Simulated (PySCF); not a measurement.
C$_{5}$H$_{15}$BSi (SMILES CB(C)[Si](C)(C)C), singlet, geometry from GFN2-xTB; CASSCF(4,3)/STO-3G in PySCF.

Here is a job for PySCF.
```python
from pyscf import gto, scf, mcscf
import numpy

mol = gto.Mole()
mol.atom = '''
    B     0.79056074   -0.38128774    1.03794426
    C     0.52667659   -1.72589172    1.81501761
    H     0.21843946   -2.54601419    1.16942588
    H    -0.30984664   -1.55722824    2.49643245
    H     1.36014107   -2.06780651    2.42619404
    C     1.97306148    0.54405040    1.51521044
    H     2.82047069    0.36977897    0.84894732
    H     2.32608897    0.34517215    2.52561170
    H     1.75172822    1.60680252    1.43494717
    Si   -0.35232978    0.15855149   -0.48657683
    C     0.59646219    1.14043179   -1.83610023
    C    -1.78181476    1.30585826    0.09305236
    C    -1.19024844   -1.31017131   -1.39392390
    H    -0.06001500    1.45043930   -2.64359275
    H     1.05060213    2.03615777   -1.42315177
    H     1.39248857    0.54479376   -2.27362527
    H    -1.39782649    2.20149610    0.57242130
    H    -2.42525724    0.80326061    0.80923333
    H    -2.40237922    1.62057654   -0.74044343
    H    -1.82785136   -1.87538200   -0.72053387
    H    -0.45332043   -1.99810112   -1.79859859
    H    -1.80847199   -0.97289256   -2.22045097
'''
mol.basis = 'sto-3g'
mol.verbose = 4
mol.build()

mf = scf.RHF(mol)
mf.kernel()
mc = mcscf.CASSCF(mf, 3, 4)
mc.fix_spin_(ss=0.0)
mc = mc.newton()
mc.kernel()
occ = numpy.linalg.eigvalsh(mc.fcisolver.make_rdm1(mc.ci, mc.ncas, mc.nelecas))[::-1]
ss = mc.fcisolver.spin_square(mc.ci, mc.ncas, mc.nelecas)[0]
print('natural occupations', occ.round(4), ' <S^2>', round(ss, 4))
```

It wrote (shortened):

```
PySCF version 2.14.0

[INPUT] verbose = 4
[INPUT] num. atoms = 22
[INPUT] num. electrons = 64
[INPUT] charge = 0
[INPUT] spin (= nelec alpha-beta = 2S) = 0
[INPUT] symmetry False subgroup None
[INPUT] Mole.unit = angstrom
[INPUT] Symbol           X                Y                Z      unit          X                Y                Z       unit  Magmom
[...]
nuclear repulsion = 365.344304763634
number of shells = 38
number of NR pGTOs = 162
number of NR cGTOs = 54
basis = sto-3g
ecp = {}

******** <class 'pyscf.scf.hf.RHF'> ********
method = RHF
initial guess = minao
damping factor = 0
level_shift factor = 0
DIIS = <class 'pyscf.scf.diis.CDIIS'>
diis_start_cycle = 1
diis_space = 8
diis_damp = 0
SCF conv_tol = 1e-09
SCF conv_tol_grad = None
SCF max_cycles = 50
direct_scf = True
direct_scf_tol = 1e-13
Set gradient conv threshold to 3.16228e-05
Initial guess from minao.
init E= -506.266184542014
[...]
cycle= 1 E= -505.771212452352  delta_E= 0.495  |g|= 0.32  |ddm|= 5.13
[...]
cycle= 2 E= -505.81600401524  delta_E= -0.0448  |g|= 0.0753  |ddm|= 0.621
[...]
cycle= 3 E= -505.818946216025  delta_E= -0.00294  |g|= 0.0186  |ddm|= 0.162
[...]
cycle= 4 E= -505.819100869083  delta_E= -0.000155  |g|= 0.00188  |ddm|= 0.0401
[...]
cycle= 5 E= -505.819103097585  delta_E= -2.23e-06  |g|= 0.000435  |ddm|= 0.00348
[...]
cycle= 6 E= -505.819103252378  delta_E= -1.55e-07  |g|= 7.63e-05  |ddm|= 0.00103
[...]
cycle= 7 E= -505.819103257629  delta_E= -5.25e-09  |g|= 2.25e-05  |ddm|= 0.000175
[...]
cycle= 8 E= -505.81910325817  delta_E= -5.41e-10  |g|= 8.62e-06  |ddm|= 5.24e-05
[...]
Extra cycle  E= -505.819103258248  delta_E= -7.87e-11  |g|= 4.57e-06  |ddm|= 1.63e-05
converged SCF energy = -505.819103258248

******** <class 'pyscf.mcscf.newton_casscf.CASSCF'> ********
CAS (2e+2e, 3o), ncore = 30, nvir = 21
max_cycle_macro = 50
max_cycle_micro = 10
conv_tol = 1e-07
conv_tol_grad = None
orbital rotation max_stepsize = 0.03
augmented hessian ah_max_cycle = 30
augmented hessian ah_conv_tol = 1e-12
augmented hessian ah_linear dependence = 1e-14
augmented hessian ah_level shift = 1e-08
augmented hessian ah_start_tol = 500
augmented hessian ah_start_cycle = 3
augmented hessian ah_grad_trust_region = 3
kf_trust_region = 3
kf_interval = 5
natorb = False
canonicalization = True
internal_rotation = False
******** <class 'pyscf.fci.addons.SpinPenaltyFCISolver'> ********
max. cycles = 50
conv_tol = 1e-08
davidson only = True
linear dependence = 1e-12
level shift = 0.001
max iter space = 12
nroots = 1
pspace_size = 400
spin = None

WARN: SO-CASSCF (Second order CASSCF) is an experimental feature. Its performance is bad for large systems.

CASCI E = -505.819600485822  dE = -505.8196  S^2 = 0.0000000
Set conv_tol_grad to 0.000316228
macro 1 (11 JK  7 micro), CASSCF E = -505.820342356384  dE = -0.0007419  |grad|=0.00461  S^2 = 0.0000000
macro 2 (21 JK  16 micro), CASSCF E = -505.824804238706  dE = -0.004462  |grad|=0.036  S^2 = 0.0000000
macro 3 (21 JK  16 micro), CASSCF E = -505.829168346155  dE = -0.004364  |grad|=0.0461  S^2 = 0.0000000
macro 4 (8 JK  4 micro), CASSCF E = -505.829751609514  dE = -0.0005833  |grad|=0.00571  S^2 = 0.0000000
macro 5 (11 JK  7 micro), CASSCF E = -505.829839247343  dE = -8.764e-05  |grad|=0.00226  S^2 = 0.0000000
macro 6 (10 JK  6 micro), CASSCF E = -505.829879620058  dE = -4.037e-05  |grad|=0.00198  S^2 = 0.0000000
macro 7 (10 JK  6 micro), CASSCF E = -505.829935815637  dE = -5.62e-05  |grad|=0.00158  S^2 = 0.0000000
macro 8 (10 JK  6 micro), CASSCF E = -505.829979767908  dE = -4.395e-05  |grad|=0.000981  S^2 = 0.0000000
macro 9 (8 JK  4 micro), CASSCF E = -505.829993482717  dE = -1.371e-05  |grad|=0.000373  S^2 = 0.0000000
macro 10 (5 JK  1 micro), CASSCF E = -505.829993482725  dE = -7.958e-12  |grad|=0.00038  S^2 = 0.0000000
macro 11 (5 JK  1 micro), CASSCF E = -505.829993482725  dE = 1.705e-13  |grad|=0.00038  S^2 = 0.0000000
macro 12 (5 JK  1 micro), CASSCF E = -505.829993482725  dE = -1.705e-13  |grad|=0.00038  S^2 = 0.0000000
[...]
macro 16 (4 JK  1 micro), CASSCF E = -505.829993482724  dE = -1.137e-13  |grad|=0.00038  S^2 = 0.0000000
macro 17 (4 JK  1 micro), CASSCF E = -505.829993482724  dE = 0  |grad|=0.00038  S^2 = 0.0000000
macro 18 (4 JK  1 micro), CASSCF E = -505.829993482724  dE = 1.705e-13  |grad|=0.00038  S^2 = 0.0000000
macro 19 (4 JK  1 micro), CASSCF E = -505.829993482724  dE = 0  |grad|=0.00038  S^2 = 0.0000000
macro 20 (4 JK  1 micro), CASSCF E = -505.829993482724  dE = 0  |grad|=0.00038  S^2 = 0.0000000
macro 21 (4 JK  1 micro), CASSCF E = -505.829993482724  dE = -1.705e-13  |grad|=0.00038  S^2 = 0.0000000
macro 22 (4 JK  1 micro), CASSCF E = -505.829993482724  dE = 2.842e-13  |grad|=0.00038  S^2 = 0.0000000
macro 23 (4 JK  1 micro), CASSCF E = -505.829993482724  dE = -1.137e-13  |grad|=0.00038  S^2 = 0.0000000
macro 24 (4 JK  1 micro), CASSCF E = -505.829993482724  dE = 2.842e-13  |grad|=0.00038  S^2 = 0.0000000
macro 25 (4 JK  1 micro), CASSCF E = -505.829993482724  dE = -1.705e-13  |grad|=0.00038  S^2 = 0.0000000
macro 26 (4 JK  1 micro), CASSCF E = -505.829993482724  dE = 5.684e-14  |grad|=0.00038  S^2 = 0.0000000
macro 27 (4 JK  1 micro), CASSCF E = -505.829993482724  dE = 5.684e-14  |grad|=0.00038  S^2 = 0.0000000
macro 28 (4 JK  1 micro), CASSCF E = -505.829993482724  dE = -5.684e-14  |grad|=0.00038  S^2 = 0.0000000
macro 29 (4 JK  1 micro), CASSCF E = -505.829993482724  dE = 1.137e-13  |grad|=0.00038  S^2 = 0.0000000
macro 30 (4 JK  1 micro), CASSCF E = -505.829993482724  dE = 1.137e-13  |grad|=0.00038  S^2 = 0.0000000
macro 31 (4 JK  1 micro), CASSCF E = -505.829993482724  dE = 1.705e-13  |grad|=0.00038  S^2 = 0.0000000
macro 32 (4 JK  1 micro), CASSCF E = -505.829993482724  dE = 1.705e-13  |grad|=0.00038  S^2 = 0.0000000
macro 33 (4 JK  1 micro), CASSCF E = -505.829993482723  dE = 2.274e-13  |grad|=0.00038  S^2 = 0.0000000
macro 34 (4 JK  1 micro), CASSCF E = -505.829993482724  dE = -2.274e-13  |grad|=0.00038  S^2 = 0.0000000
macro 35 (4 JK  1 micro), CASSCF E = -505.829993482723  dE = 1.705e-13  |grad|=0.00038  S^2 = 0.0000000
macro 36 (4 JK  1 micro), CASSCF E = -505.829993482723  dE = 5.684e-14  |grad|=0.00038  S^2 = 0.0000000
macro 37 (4 JK  1 micro), CASSCF E = -505.829993482723  dE = -1.705e-13  |grad|=0.00038  S^2 = 0.0000000
macro 38 (4 JK  1 micro), CASSCF E = -505.829993482723  dE = 0  |grad|=0.00038  S^2 = 0.0000000
macro 39 (4 JK  1 micro), CASSCF E = -505.829993482724  dE = -1.705e-13  |grad|=0.00038  S^2 = 0.0000000
macro 40 (4 JK  1 micro), CASSCF E = -505.829993482724  dE = -1.137e-13  |grad|=0.00038  S^2 = 0.0000000
macro 41 (4 JK  1 micro), CASSCF E = -505.829993482723  dE = 2.842e-13  |grad|=0.00038  S^2 = 0.0000000
macro 42 (4 JK  1 micro), CASSCF E = -505.829993482723  dE = 2.274e-13  |grad|=0.00038  S^2 = 0.0000000
macro 43 (4 JK  1 micro), CASSCF E = -505.829993482723  dE = 2.274e-13  |grad|=0.00038  S^2 = 0.0000000
macro 44 (4 JK  1 micro), CASSCF E = -505.829993482723  dE = -5.684e-14  |grad|=0.00038  S^2 = 0.0000000
macro 45 (4 JK  1 micro), CASSCF E = -505.829993482723  dE = -1.705e-13  |grad|=0.00038  S^2 = 0.0000000
macro 46 (4 JK  1 micro), CASSCF E = -505.829993482723  dE = 1.137e-13  |grad|=0.00038  S^2 = 0.0000000
macro 47 (4 JK  1 micro), CASSCF E = -505.829993482723  dE = 0  |grad|=0.00038  S^2 = 0.0000000
macro 48 (4 JK  1 micro), CASSCF E = -505.829993482723  dE = 5.684e-14  |grad|=0.00038  S^2 = 0.0000000
macro 49 (4 JK  1 micro), CASSCF E = -505.829993482723  dE = -3.411e-13  |grad|=0.00038  S^2 = 0.0000000
macro 50 (4 JK  1 micro), CASSCF E = -505.829993482723  dE = 2.842e-13  |grad|=0.00038  S^2 = 0.0000000
newton CASSCF not converged, 50 macro (102 KF 177 Hx) steps
CASSCF canonicalization
Density matrix diagonal elements [1.99976681 1.98312737 0.01710582]
CASSCF energy = -505.829993482723
CASCI E = -505.829993482723  E(CI) = -3.99694050800611  S^2 = 0.0000000
natural occupations [1.9998 1.9831 0.0171]  <S^2> 0.0
```

Convergence was not reached.
